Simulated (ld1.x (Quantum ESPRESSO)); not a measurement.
# zinc: from the effect back to the setting (PAW)

Base potential:

Zn, PAW, made with ld1.x (Quantum ESPRESSO) 7.5 (PBE, scalar-relativistic). Core [Ar], reference 3d10 4s1.5 4p0 (charge +0.5). Waves: 4s (bound): rcut 1.65, rcutus 1.95 bohr; 4s channel at 0.2 Ry: rcut 1.65, rcutus 1.95 bohr; 4p (bound, empty): rcut 1.85, rcutus 2.35 bohr; 4p channel at 1.95 Ry: rcut 1.85, rcutus 2.35 bohr; 3d (bound): rcut 1.40, rcutus 1.55 bohr; 3d channel at 1.95 Ry: rcut 1.40, rcutus 1.55 bohr. Local part: all-electron potential smoothed inside 1.15 bohr (lloc = -1). Core correction: Bessel-smoothed model core inside 1.45 bohr. Augmentation charge: BESSEL, radius 1.15 bohr.

Cutoffs, loose and tight: the cutoffs (Ry, on a coarse ladder) from which the occupation-weighted sum of valence levels, in a spherical-Bessel basis at the reference potential, stays within 10 and 1 mRy of its value at 400 Ry. They do not see the model core or the augmentation charge, which bear on the density cutoff. Test errors are all-electron minus pseudo excitation energies from the reference, over the configurations 3d10 4s2 4p0; 3d10 4s1 4p0; 3d10 4s0 4p0; 3d8 4s0 4p0; 3d9 4s0 4p0; 3d10 4s1 4p1; 3d9 4s2 4p0; variants that change the core or the reference have their own tests. The largest error is taken over the tests solved by every variant that gives reliable tests at all, those not shown here included: 3d10 4s0 4p0; 3d10 4s1 4p0; 3d10 4s2 4p0.

Only the d radius is moved:

| d radius (bohr) | cutoff, loose | cutoff, tight | bound ghosts | largest test error (meV) |
| --- | --- | --- | --- | --- |
| 1 | 160 Ry | 260 Ry | s | +15 |
| 1.18 | 100 Ry | 180 Ry | s | -0.8 |
| 1.4 | 55 Ry | 90 Ry | s | -5.6 |
| 1.66 | 45 Ry | 70 Ry | s | -13 |
| 2.04 | 25 Ry | 40 Ry | s | -11 |
| 2.34 | 18 Ry | 30 Ry | s | -13 |

Problem. One more run gave cutoff, loose: 30 Ry; cutoff, tight: 50 Ry; bound ghosts: s; largest test error (meV): -11. Which value of the d radius was used?

Solution. 1.9 bohr. The loose cutoff moves one way along this sweep, from 160 Ry at 1 to 18 Ry at 2.34 bohr, which places the run between 1.66 and 2.04 bohr.
